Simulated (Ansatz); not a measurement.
**Worked example: C3H7ClMg → C3H7 + MgCl**

Species: C3H7ClMg `C[CH](C)[Mg][Cl]`, singlet; C3H7 `C[CH]C`, doublet; MgCl, doublet. 

Shapes, held fixed at every level: PBE0-D4/def2-TZVP. Programs: Ansatz 0.2.0. The zero-point and thermal change to 298 K, harmonic and unscaled (PBE0-D4/def2-TZVP), is -8.3 kJ/mol.

At CCSD(T)/def2-TZVPP; 1 Eh = 2625.50 kJ/mol:

```
 species  energy (Eh)
C3H7ClMg  -777.919571
    C3H7  -118.247806
    MgCl  -659.587801
```

Work out ΔH(298 K) of the reaction at this level.


1. Products less reactants: (-118.247806) + (-659.587801) − [(-777.919571)] = 0.083964 Eh = +220.4 kJ/mol.
2. With the thermal change: +220.4 + (-8.3) = +212.1 kJ/mol.

Other levels give +86.7 (HF/def2-TZVPP) to +235.7 kJ/mol (SPW92/def2-TZVPP). No measured value is set beside it here. Open shells run unrestricted unless RO is named. Correlated rows may include outer-core shells of Mg, which these sets cover unevenly.
